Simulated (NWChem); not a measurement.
# HfHF3; SMILES [F][HfH]([F])[F]

Computed with NWChem. Geometry: optimised at PBE0/def2-SVP. Not confirmed as a minimum by frequencies. def2 effective core potentials on Hf; no spin-orbit coupling.

Diagonal of the polarisability tensor at PBE/def2-SVPD, static: 40.56, 40.56, 44.42 bohr³.

Task: Find the mean polarisability volume, the molar refraction, and the refractive index that an ideal gas of it would have at 273.15 K and 1 atm.

Result: 
1. Mean: one third of the trace = 41.85 bohr³ × 0.14818 Å³/bohr³ = 6.20 Å³.
2. Molar refraction (Lorentz-Lorenz): (4π/3) N_A α = 15.6 cm³/mol.
3. Number density p/kT = 2.687 × 10⁻⁵ Å⁻³; n − 1 = 2π N α = 10.47 × 10⁻⁴.
4. These hold the electronic response alone: vibrational and orientational terms add to the static dielectric constant.
